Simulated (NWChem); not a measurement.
All runs are NWChem calculations. System: ClLi, charge 0, spin multiplicity 1, at a geometry optimised with B3LYP/def2-SVP. The structure started from a generated list of species. Level: B2PLYP/6-31G* (spherical d), 5 core orbitals frozen.

Output (cleaned and shortened):

```
             Northwest Computational Chemistry Package (NWChem) 7.3.0
             --------------------------------------------------------

                                NWChem Input Module
                                -------------------

 Scaling coordinates for geometry "geometry" by  1.889725989
 (inverse scale =  0.529177249)

 Turning off AUTOSYM since
 SYMMETRY directive was detected!

                             Geometry "geometry" -> ""
                             -------------------------

 Output coordinates in angstroms (scale by  1.889725989 to convert to a.u.)

  No.       Tag          Charge          X              Y              Z
 ---- ---------------- ---------- -------------- -------------- --------------
    1 Li                   3.0000     0.00000000     0.00000000    -1.70061400
    2 Cl                  17.0000     0.00000000     0.00000000     0.30010800

 Effective nuclear repulsion energy (a.u.)      13.4891502662

            Nuclear Dipole moment (a.u.)
            ----------------------------
        X                 Y               Z
 ---------------- ---------------- ----------------
     0.0000000000     0.0000000000    -0.0000113384

      Symmetry information
      --------------------

 Group name             C2v
 Group number             16
 Group order               4
 No. of unique centers     2

      Symmetry unique atoms

     1    2


 Summary of "ao basis" -> "" (spherical)
 ------------------------------------------------------------------------------
       Tag                 Description            Shells   Functions and Types
 ---------------- ------------------------------  ------  ---------------------
 *                           6-31g*                   on all atoms

  dft_input: which_mp2 not specified, using semidirect MP2 by default.

                                 NWChem DFT Module
                                 -----------------

 Summary of "ao basis" -> "ao basis" (spherical)
 ------------------------------------------------------------------------------
       Tag                 Description            Shells   Functions and Types
 ---------------- ------------------------------  ------  ---------------------
 Li                          6-31g*                  6       14   3s2p1d
 Cl                          6-31g*                  8       18   4s3p1d

 Summary of "ao basis" -> "ao basis" (spherical)
 ------------------------------------------------------------------------------
[...]
     3      0.231643  1 Li px                21     -0.154472  2 Cl px
    17      0.062912  2 Cl px

 Vector   13  Occ=0.000000D+00  E= 3.508360D-02  Symmetry=b2
              MO Center=  2.8D-33, -2.1D-16, -1.8D+00, r^2= 8.6D+00
   Bfn.  Coefficient  Atom+Function         Bfn.  Coefficient  Atom+Function
  ----- ------------  ---------------      ----- ------------  ---------------
     8      0.861862  1 Li py                26     -0.256565  2 Cl py
     4      0.231643  1 Li py                22     -0.154472  2 Cl py
    18      0.062912  2 Cl py

 center of mass
 --------------
 x =   0.00000000 y =   0.00000000 z =  -0.06468238

 moments of inertia (a.u.)
 ------------------
          83.531348298629           0.000000000000           0.000000000000
           0.000000000000          83.531348298629           0.000000000000
           0.000000000000           0.000000000000           0.000000000000

     Multipole analysis of the density
     ---------------------------------

     L   x y z        total         alpha         beta         nuclear
     -   - - -        -----         -----         ----         -------
     0   0 0 0     -0.000000    -10.000000    -10.000000     20.000000

     1   1 0 0     -0.000000     -0.000000     -0.000000      0.000000
     1   0 1 0     -0.000000     -0.000000     -0.000000      0.000000
     1   0 0 1     -2.781363     -1.390676     -1.390676     -0.000011

     2   2 0 0    -12.240366     -6.120183     -6.120183      0.000000
     2   1 1 0     -0.000000     -0.000000     -0.000000      0.000000
     2   1 0 1     -0.000000     -0.000000     -0.000000      0.000000
     2   0 2 0    -12.240366     -6.120183     -6.120183      0.000000
     2   0 1 1     -0.000000     -0.000000     -0.000000      0.000000
     2   0 0 2     -2.179208    -19.315184    -19.315184     36.451159

                   NWChem MP2 Semi-direct Energy/Gradient Module
                   ---------------------------------------------

  Basis functions       =     32
  Molecular orbitals    =     32
  Frozen core           =      5
  Frozen virtuals       =      0
  Active alpha occupied =      5
  Active beta occupied  =      5
  Active alpha virtual  =     22
  Active beta virtual   =     22
  Use MO symmetry       = T
  Use skeleton AO sym   = T

  AO/Fock/Back tols     =   1.0D-09  1.0D-09  1.0D-09

 GA uses MA = F    GA memory limited = T

 Available:
  local mem=  4.43D+07
 global mem=  1.44D+08
 local disk=  0.00D+00
  mp2_memr nvloc                    22
  nvloc new                    22
   1 passes of   5:        2097152                       4893                    199274.
   1 passes of   5: M     44324514           G      144177152           F      42227362.

 Semi-direct pass number   1 of   1  for RHF alpha+beta  at        0.6s
  vrange nnbf                   528
  mp2_eaftype                    10  avail_ma_in_mb                   386
 EAF : mp2_eaftype filesize          10      99637.
  mp2_eaf for mointskh                     10
Node 0 wrote      0.5 Mb in      0.0 s     Agg I/O rate:  1062.9 Mb/s
 Done moints_semi at        1.0s
  mp2_eaftype                    10  avail_ma_in_mb                   386
 EAF : mp2_eaftype filesize          10      99637.
  mp2_eaf for kh                    10
 Done maket at        1.0s
 Done multipass loop at        1.0s

          -------------------------------------------
          DFT energy                    -467.562560696408
          Unscaled MP2 energy             -0.164395546395
          Total DFT+MP2 energy          -467.606947493935
          -------------------------------------------

 -----------------------
 Performance information
 -----------------------

 Timer overhead =  2.25D-07 seconds/call

               Nr. of calls         CPU time (s)                 Wall time (s)                GFlops
             ---------------    -------------------     ------------------------------   -------------------
Name         Min   Avg   Max    Min     Avg     Max     Min     Avg     Max   Mx/calls   Min     Max     Sum
mp2: moin     1     1     1   0.39    0.39    0.39     0.39    0.39    0.39    0.39      0.0     0.0     0.0
mp2: make     1     1     1   7.42E-3 7.42E-3 7.42E-3  7.42E-3 7.42E-3 7.42E-3 7.42E-3   0.0     0.0     0.0
mp2: tota     1     1     1   0.42    0.42    0.42     0.42    0.42    0.42    0.42      0.0     0.0     0.0

 The average no. of pstat calls per process was 3.00D+00
 with a timing overhead of 6.74D-07s

 Task  times  cpu:        1.0s     wall:        1.0s

 Total times  cpu:        1.0s     wall:        1.0s
```

Task: Write an NWChem input that would produce this output.

Result: One answer among several that fit: 
```
start mol
memory heap 200 mb stack 900 mb global 1100 mb
geometry units angstroms nocenter noautoz
  Li     0.000000     0.000000    -1.700614
  Cl     0.000000     0.000000     0.300108
  symmetry group C2v
end
basis spherical
  * library 6-31g*
end
dft
  xc hfexch 0.53 becke88 0.47 lyp 0.73 mp2 0.27
  dftmp2
  semidirect memsize 60000000 filesize 0
  iterations 100
end
mp2
  freeze core 5
end
task dft energy
```
